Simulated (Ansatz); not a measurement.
`CB(F)[SeH]`. Charge 0, multiplicity 1.

```xyz
8

C     0.589   -0.402   -0.601
B    -0.565   -0.308    0.440
F    -1.216   -1.414    0.792
Se   -1.195    1.313    1.321
H     0.198   -0.813   -1.538
H     1.082    0.545   -0.818
H     1.342   -1.114   -0.246
H    -0.235    2.193    0.649
```

Q: What are the harmonic wavenumbers in cm⁻¹ at PBE0-D4/def2-TZVP (Ansatz, finite differences of forces, unscaled)? (Estimate.)

A: Ansatz gave: 58, 250, 298, 322, 443, 526, 730, 850, 876, 1075, 1291, 1362, 1448, 1451, 2462, 3043, 3105, 3160.

Q: Is this a minimum?

A: Yes, all 18 modes are real.

Q: Give the ideal-gas thermochemistry at 298.15 K and 1 bar (rigid rotor, harmonic oscillator; point group Cs, symmetry number 1).

A: Zero-point energy 136.1 kJ/mol; H(298) − E = 153.6 kJ/mol; entropy 325.7 J/(mol·K), of which translation 169.1, rotation 110.1, vibration 46.5; G(298) − E = 56.4 kJ/mol. Modes under 100 cm⁻¹ are hindered rotations or soft bends, so the harmonic entropy is rough.
